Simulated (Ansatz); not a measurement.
Mulliken charges of C$_{3}$H$_{4}$ClSi, SMILES `[C]#C[SiH](C)Cl` radical from r2SCAN/def2-TZVPP in Ansatz (PBE0-D4/def2-TZVP geometry).

```
atom   x (Å)   y (Å)   z (Å)  charge (e)
  C1   2.707  -1.364   0.003       0.004
  C2   1.791  -0.573  -0.082      -0.229
 Si3   0.377   0.581  -0.147       0.584
  C4  -1.187  -0.296   0.310      -0.297
 Cl5   0.241   1.311  -2.062      -0.251
  H6   0.675   1.724   0.744      -0.073
  H7  -1.109  -0.694   1.325       0.087
  H8  -2.035   0.390   0.266       0.086
  H9  -1.373  -1.126  -0.375       0.090
```

Question: By hand: the dipole of these point charges (1 e Å = 4.8032 D).

Answer: Σ q r = (-0.331, -0.030, 0.409) e Å, of length 0.527 e Å = 2.53 D.

Question: How does the dipole of the full density compare? (An estimate is asked.)

Answer: The calculation gave: (-0.235, -0.111, 0.262) e Å, 1.77 D; the point charges give 1.43 times that, at 15° from its direction.

Point charges leave out the atoms' own dipoles, such as those of lone pairs, and Mulliken's split depends on the basis, so the two needn't agree.
